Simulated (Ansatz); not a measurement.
Reaction R1 + R2 → P1, each structure at its B3LYP-D3(BJ)/def2-TZVP stationary point, reached from a drawn start (curvature not checked).
R1: CF3 (SMILES F[C](F)F), charge 0, multiplicity 2.
R2: F atom, charge 0, multiplicity 2.
P1: CF4 (SMILES FC(F)(F)F), charge 0, multiplicity 1.

P less R. No zero-point or thermal terms; singlets are restricted closed shells; open shells are unrestricted; no spin–orbit coupling.

Cores are frozen in the correlated methods.

The values were computed with Ansatz (a quantum-chemistry and plane-wave program). All values are computed, each at the level named.

PBE/def2-TZVPP gives -5.722 eV for the reaction energy.

Question: How do the other levels lie against it? Give each less PBE: r2SCAN/def2-TZVPP, PBE0/def2-TZVPP, wB97M-V/def2-TZVPP, B2PLYP/def2-TZVPP, MP2/cc-pVQZ, CCSD(T)/cc-pVQZ.

Answer: r2SCAN/def2-TZVPP 0.165; PBE0/def2-TZVPP 0.168; wB97M-V/def2-TZVPP -0.056; B2PLYP/def2-TZVPP 0.170; MP2/cc-pVQZ -0.294; CCSD(T)/cc-pVQZ 0.011 eV. 4 of 6 lie above PBE; the widest gap is to MP2/cc-pVQZ.
